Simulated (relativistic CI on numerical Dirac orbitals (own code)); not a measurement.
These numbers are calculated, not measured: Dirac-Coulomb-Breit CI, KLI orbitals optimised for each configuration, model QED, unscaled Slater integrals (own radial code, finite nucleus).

Configurations in the expansion (outside the closed core [Ar]): 3d10.4s2, 3d10.4s.4p, 3d10.4p2, 3d10.4s.4d, 3d10.4d2, 3d10.4s.4f, 3d10.4p.4d, 3d10.4f2, 3d10.4p.4f, 3d10.4d.4f, 3d10.4s.5s, 3d10.4s.5p, 3d10.4s.5d, 3d10.4s.5f, 3d10.4s.5g, 3d10.4s.6s, 3d10.4s.6p, 3d10.4s.6d, 3d10.4s.6f, 3d10.4s.7s, 3d9.4s2.4p, 3d9.4s2.4d, 3d9.4s2.4f, 3d9.4s2.5s, 3d9.4s2.5p, 3d9.4s2.5d. Double excitations out of closed p, d and f shells are left out; levels of such configurations are missing from the list, as are those of other unlisted configurations, and high levels can miss mixing partners. These lack a partner that the ground configuration has and come out too high: 3d9.4s2.4p, 3d9.4s2.4d, 3d9.4s2.4f, 3d9.4s2.5s, 3d9.4s2.5p.

At this charge energies of transitions that change n are usually good to better than 1 %, and those within a shell (Δn = 0) to a few per cent.

Outline of the computed level scheme of Ho XXXVIII. Lowest level of each configuration: 3d10.4s2 1S_0 at 0.000 eV; 3d10.4s.4p 3P°_0 at 71.010 eV; 3d10.4p2 3P_0 at 163.983 eV; 3d10.4s.4d 3D_1 at 264.635 eV; 3d10.4p.4d 3F°_2 at 339.523 eV; 3d10.4s.4f 3F°_2 at 419.636 eV; 3d10.4p.4f 3G_3 at 497.971 eV; 3d10.4d2 3F_2 at 535.879 eV.

Some strong electric-dipole decays among the lowest 45 levels: 3d10.4p.4d 3D°_1 → 3d10.4p2 3P_0 (6.6e+11 s⁻¹); 3d10.4s.4f 1F°_3 → 3d10.4s.4d 1D_2 (6.2e+11 s⁻¹); 3d10.4d2 3F_2 → 3d10.4p.4d 3D°_1 (5.8e+11 s⁻¹); 3d10.4s.4d 1D_2 → 3d10.4s.4p 1P°_1 (5.3e+11 s⁻¹); 3d10.4s.4d 3D_2 → 3d10.4s.4p 3P°_1 (5.2e+11 s⁻¹); 3d10.4d2 3P_1 → 3d10.4p.4d 3P°_2 (4.7e+11 s⁻¹); 3d10.4p2 1S_0 → 3d10.4s.4p 1P°_1 (4.2e+11 s⁻¹); 3d10.4d2 3F_2 → 3d10.4p.4d 3F°_2 (4.1e+11 s⁻¹).

LS names give the leading component of a level, which can be under half, so a name can repeat, a term be missing and a line seem to break the LS rules.
